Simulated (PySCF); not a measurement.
An element was calculated at PBE (PySCF 2.14, ECP, a double-zeta basis, no spin-orbit coupling), in the ground configurations that NIST lists.

```
electron affinity          : 2.087 eV
first ionisation energy    : 9.574 eV
second ionisation energy   : 21.242 eV
third ionisation energy    : 31.475 eV
polarisability of the atom : 25.9 bohr³
```

**Question.** Which element is it?

**Answer.** Selenium (Se, Z = 34), in aug-cc-pVDZ-PP with ECP10MDF. NIST lists 9.752, 21.196 ± 0.01, 31.697 ± 0.019 eV for these ionisation energies.
